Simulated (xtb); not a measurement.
1,3-oxasiletane-2,4-dione (C₂H₂O₃Si), SMILES O1C(=O)[SiH2]C1=O. All values are semi-empirical tight-binding results from xtb (GFN2-xTB unless named), good for trends rather than for accurate numbers. Geometry optimised at GFN2-xTB.

Computed properties:
```
Item                                           Result
--------------------------------------  -------------
point group as xtb finds it                       C2v
orbital gap                                   3.29 eV
dipole moment                                  4.75 D
zero-point energy                       23.1 kcal/mol
G − E(el) at 298.15 K (modified RRHO)    4.7 kcal/mol
static polarisability (D4 model)           58.3 bohr³
solvation energy, GFN2-xTB/ALPB(water)  -4.1 kcal/mol
solvation energy, GFN2-xTB/ALPB(dmso)   -8.8 kcal/mol
```
